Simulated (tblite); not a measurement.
Compound: C₄H₆N₂OSi.
Atom-mapped SMILES: `[CH2:1]=[N:2][C:3](=[CH2:4])[O:5][SiH2:6][C:7]#[N:8]` (hydrogens: H9, H10 on C1; H11, H12 on C4; H13, H14 on Si6)

Computed with GFN2-xTB (tblite), gas phase: L-BFGS steps from a force-field or distance-geometry start until the largest atomic force falls under 0.01 eV/Å.

The end geometry, which sets the zero of energy:
```
atom  x, y, z in Å
C1     -2.1780   -1.4646   -0.7583
N2     -1.9161   -0.2336   -0.8451
C3     -0.7604    0.3173   -0.3381
C4     -0.5395    1.6201   -0.5123
O5      0.0934   -0.5166    0.3178
Si6     1.4366   -0.3286    1.2013
C7      2.7876    0.4864    0.1895
N8      3.6107    0.9926   -0.4255
H9     -3.1097   -1.8063   -1.1835
H10    -1.5348   -2.2105   -0.2893
H11    -1.2597    2.2093   -1.0458
H12     0.3504    2.0984   -0.1458
H13     1.7944   -1.7132    1.4615
H14     1.2244    0.5486    2.3514
```

Task: These geometries come from the run, each turned onto the end geometry. Order them by energy, lowest first.
A.
```
atom  x, y, z in Å
C1     -1.6306   -1.4621   -1.0326
N2     -1.4881   -0.2076   -1.1178
C3     -0.8384    0.4891   -0.1305
C4     -0.8230    1.8193   -0.1059
O5     -0.1882   -0.2592    0.8189
Si6     1.3619   -0.1955    1.2791
C7      2.3533   -0.2062   -0.2937
N8      2.9869   -0.2302   -1.2470
H9     -2.1086   -1.9823   -1.8443
H10    -1.3124   -2.0774   -0.1917
H11    -1.2827    2.4165   -0.8689
H12    -0.3242    2.3009    0.7144
H13     1.5812   -1.4291    2.0045
H14     1.7123    1.0232    1.9932
```
B.
```
atom  x, y, z in Å
C1     -2.0244   -1.4856   -0.9057
N2     -1.8903   -0.2320   -0.8682
C3     -0.8191    0.3723   -0.2426
C4     -0.6726    1.6929   -0.3514
O5      0.0251   -0.4285    0.4646
Si6     1.4282   -0.2440    1.2529
C7      2.7727    0.2164    0.0312
N8      3.5746    0.4932   -0.7404
H9     -2.8926   -1.8876   -1.4103
H10    -1.3261   -2.1988   -0.4628
H11    -1.3961    2.2601   -0.9038
H12     0.1569    2.2092    0.0986
H13     1.6579   -1.5885    1.7562
H14     1.4053    0.8203    2.2595
```
C.
```
atom  x, y, z in Å
C1     -1.6577   -1.4655   -1.0358
N2     -1.6916   -0.2055   -0.9730
C3     -0.8875    0.5102   -0.1130
C4     -0.9137    1.8413   -0.1618
O5     -0.1209   -0.1965    0.7640
Si6     1.4066   -0.1924    1.2908
C7      2.5667   -0.2584   -0.1802
N8      3.2629   -0.3085   -1.0886
H9     -2.3167   -1.9522   -1.7401
H10    -1.0051   -2.1021   -0.4355
H11    -1.5678    2.3253   -0.8600
H12    -0.2982    2.4450    0.4782
H13     1.4613   -1.4582    2.0042
H14     1.7612    1.0170    2.0285
```
D.
```
atom  x, y, z in Å
C1     -2.1249   -1.4795   -0.8093
N2     -1.9175   -0.2351   -0.8316
C3     -0.7814    0.3373   -0.3040
C4     -0.5894    1.6488   -0.4506
O5      0.0803   -0.4878    0.3511
Si6     1.4310   -0.2908    1.2205
C7      2.8006    0.3969    0.1431
N8      3.6325    0.7972   -0.5352
H9     -3.0487   -1.8356   -1.2384
H10    -1.4437   -2.2216   -0.3891
H11    -1.3160    2.2335   -0.9798
H12     0.2880    2.1398   -0.0698
H13     1.7361   -1.6708    1.5611
H14     1.2525    0.6671    2.3099
```
E.
```
atom  x, y, z in Å
C1     -1.6493   -1.4532   -1.0800
N2     -1.5100   -0.2378   -1.1771
C3     -0.8973    0.4734   -0.1696
C4     -0.8168    1.8020   -0.1018
O5     -0.2678   -0.2313    0.8787
Si6     1.3164   -0.1947    1.2660
C7      2.3697   -0.2145   -0.2993
N8      3.0058   -0.2322   -1.2785
H9     -2.1253   -2.0531   -1.8521
H10    -1.2962   -1.9808   -0.1632
H11    -1.2341    2.4685   -0.8520
H12    -0.3282    2.2488    0.7392
H13     1.6745   -1.3737    2.0357
H14     1.7579    0.9778    2.0319
```

Result: D (0.002 eV), B (0.010 eV), C (0.034 eV), A (0.110 eV), E (0.343 eV).

In the order of the answer:

```csv
step,E above end (eV),largest force (eV/Å),rms force component (eV/Å),rms distance from end (Å),rms bond change (Å),bond most changed (Å)
146,0.002,0.06,0.016,0.106,0.000,Si6–C7 -0.001
134,0.010,0.18,0.049,0.289,0.001,Si6–H14 +0.003
53,0.034,0.04,0.014,0.738,0.001,O5–Si6 -0.003
9,0.110,0.36,0.108,0.791,0.006,Si6–C7 -0.015
2,0.343,3.09,0.894,0.805,0.020,C3–O5 +0.049
```

What follows is the cost of the whole relaxation. Hardware: one thread, Arm Neoverse N1 (aarch64), shared host with 64 logical CPUs at a one-minute load of 60. Cost: 1.7 s of wall time.
